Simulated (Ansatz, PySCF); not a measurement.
Bond stretch in GaH, singlet.

Levels: UHF/cc-pVDZ (Ansatz, a first-principles code); UKS-M06-2X/6-31G* = unrestricted M06-2X/6-31G*, spherical d (PySCF); RKS-PBE = Ansatz with restricted PBE/cc-pVDZ.

Total energies in hartree (comparable only within one method and basis):

| R / Å | UHF | UKS-M06-2X/6-31G* | RKS-PBE |
|---|---|---|---|
| 1.25 | -1923.70416 | -1925.05772 | -1925.02337 |
| 1.34 | -1923.73329 | -1925.08754 | -1925.05199 |
| 1.44 | -1923.75264 | -1925.10772 | -1925.07150 |
| 1.53 | -1923.76201 | -1925.11781 | -1925.08143 |
| 1.57 | -1923.76439 | -1925.12047 | -1925.08414 |
| 1.63 | -1923.76631 | -1925.12285 | -1925.08665 |
| 1.68 | -1923.76667 | -1925.12359 | -1925.08757 |
| 1.72 | -1923.76630 | -1925.12353 | -1925.08768 |
| 1.78 | -1923.76484 | -1925.12253 | -1925.08698 |
| 1.81 | -1923.76376 | -1925.12169 | -1925.08630 |
| 1.92 | -1923.75835 | -1925.11711 | -1925.08237 |
| 2.07 | -1923.74844 | -1925.10829 | -1925.07458 |
| 2.27 | -1923.73306 | -1925.09417 | -1925.06208 |
| 2.54 | -1923.71484 | -1925.07390 | -1925.04438 |
| 2.77 | -1923.70568 | -1925.05718 | -1925.03005 |
| 2.99 | -1923.70028 | -1925.04508 | -1925.01761 |
| 3.39 | -1923.69516 | -1925.03240 | -1924.99872 |
| 3.65 | -1923.69357 | -1925.02779 | -1924.98893 |
| 4.20 | -1923.69212 | -1925.02116 | -1924.97356 |
| 4.54 | -1923.69179 | -1925.02126 | -1924.96690 |
| 5.04 | -1923.69160 | -1925.02130 | -1924.95995 |
| 5.91 | -1923.69150 | -1925.02122 | -1924.95311 |
| 6.65 | -1923.69148 | — | -1924.95032 |

Dashes: no converged value, or the column stops at the first point that the program doubted or that broke a chosen test of continuity, which isn't proof of a fault.

The unrestricted determinant behind UHF is spin-contaminated at 1.25 to 1.44, 2.54 to 6.65 Å (<S²> up to 1.0, against 0.00 for a pure singlet). The unrestricted solution behind UKS-M06-2X/6-31G* changes between 5.91 and 6.65 Å, which can leave a kink. The unrestricted determinant behind UKS-M06-2X/6-31G* is spin-contaminated at 2.77 to 5.91 Å (<S²> up to 1.0, against 0.00 for a pure singlet). The restricted form behind RKS-PBE keeps the bonding electrons paired and can't separate into open-shell fragments.
